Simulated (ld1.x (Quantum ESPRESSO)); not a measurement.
## Ba (Z = 56), TM: configuration errors across variants

```json
{"Element": "barium (Ba)", "Generator": "ld1.x (Quantum ESPRESSO) 7.5", "Type": "norm-conserving Troullier–Martins (Kleinman–Bylander form)", "Functional": "LDA (PZ)", "Relativity": "fully relativistic", "Frozen core": "[Xe]", "Valence charge": "2", "Reference configuration": "5d0 6s1.5 6p0.5", "Partial waves": "6p (bound): rc 3.45 bohr; 5d (bound, empty): rc 0.75 bohr; 6s (bound): rc 3.75 bohr", "Local potential": "the s channel", "Core correction": "none"}
```

Open shells are filled in proportion to 2j + 1 (rel_dist='average').

All-electron excitation energies from the reference (eV): (1) 5d0 6s2 6p0 -1.044; (2) 5d0 6s1 6p0 4.498; (3) 5d0 6s1.5 6p0 1.167; (4) 5d0 6s1 6p1 1.073; (5) 5d0 6s0 6p2 3.308; (6) 5d0 6s0 6p1 7.196.

For the base: The 5d radius (0.75 bohr) lies inside the outermost node of the all-electron wave (1.00 bohr), which a nodeless pseudo-wave cannot match soundly.

Tests that are not counted but printed errors over 1 eV. “base”: 5d1 6s1 6p0 (solver errors, printed error -11.8 eV). “local potential the d channel”: 5d1 6s1 6p0 (solver errors, printed error -2.7 eV). “wave 6s (bound): rc 3.75 bohr becomes 6s (bound): rc 5.10 bohr”: 5d1 6s1 6p0 (pseudo-atom not self-consistent, printed error -11.1 eV). “wave 5d (bound): rc 0.75 bohr becomes 5d (bound): rc 0.98 bohr”: 5d1 6s1 6p0 (solver errors, printed error -11.8 eV). “all radii scaled by about 1.21 (s 4.52, p 4.16, d 0.90 bohr)”: 5d1 6s1 6p0 (solver errors, printed error -11.7 eV).

4 further variants failed, have other tests or another functional or relativity, and are left out.

A true bound ghost makes a file unfit for plane-wave use even where its test errors are small: the radial tests pick states by their node count and pass the ghost by. Where a test does run into it, the solver fails or the error is huge.

Errors AE − PS in meV (a dash: test not solved or not reliable):

```csv
change,(1),(2),(3),(4),(5),(6),bound ghosts
base,+8.1,+18,+3.3,+9.5,+108,+145,"p1/2, p3/2"
local potential the d channel,+8.0,+20,+3.5,+8.9,+100,+132,"s, p1/2, p3/2, d3/2 (extra level of the local part), d5/2 (extra level of the local part)"
wave 6s (bound): rc 3.75 bohr becomes 6s (bound): rc 5.10 bohr,+6.0,+19,+2.9,+7.4,+88,+125,"p1/2, p3/2"
wave 5d (bound): rc 0.75 bohr becomes 5d (bound): rc 0.98 bohr,+8.1,+18,+3.3,+9.5,+108,+145,"p1/2, p3/2"
"all radii scaled by about 1.21 (s 4.52, p 4.16, d 0.90 bohr)",+3.9,+18,+1.0,+4.9,+59,+111,none
core correction a·sin(br)/r model core inside 0.84 bohr,-0.8,-3.1,-0.1,-0.8,-7.4,-7.5,"p1/2, p3/2"
```

Give the same row for: wave 6p (bound): rc 3.45 bohr becomes 6p (bound): rc 4.46 bohr.

+3.8, +19, +1.0, +4.8, +57, +111; bound ghosts: none. Not counted: 5d1 6s1 6p0 (solver errors, printed error -11.8 eV).
